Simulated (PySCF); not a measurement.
Coordinates in bohr (charge 0 multiplicity 1):
```
Mo    0.0000    0.0000    1.1767
O     2.5168    0.0000    3.0509
O    -2.5168    0.0000    3.0509
Br    0.0000    3.7711   -1.3489
Br    0.0000   -3.7711   -1.3489
```

Computed with PBE0/[Mo def2-SVP with ECP28, O def2-SVP, Br def2-SVP], scalar-relativistic core potentials, density fitting, no spin–orbit coupling, PySCF.

This geometry of MoO₂Br₂ is a stationary point at this level.

(1) What is the point group?

(2) Is it a minimum?

(3) Give the atomic charges and bond orders.

(4) What is the atomisation energy, with and without zero-point energy?

Answers

(1) C2v.

(2) Yes: all harmonic wavenumbers are real.

(3) 
| atom | Mulliken | Löwdin | polar tensor | Mayer order to Mo1 |
| --- | --- | --- | --- | --- |
| Mo1 | 0.86 | -0.30 | 2.01 | – |
| O2,3 | -0.30 | -0.07 | -0.61 | 2.12 |
| Br4,5 | -0.13 | 0.21 | -0.39 | 1.22 |

(4) 1854 kJ/mol without, 1832 kJ/mol with.

Stability towards spin polarisation was not tested. Other isomers or separated fragments may lie lower.
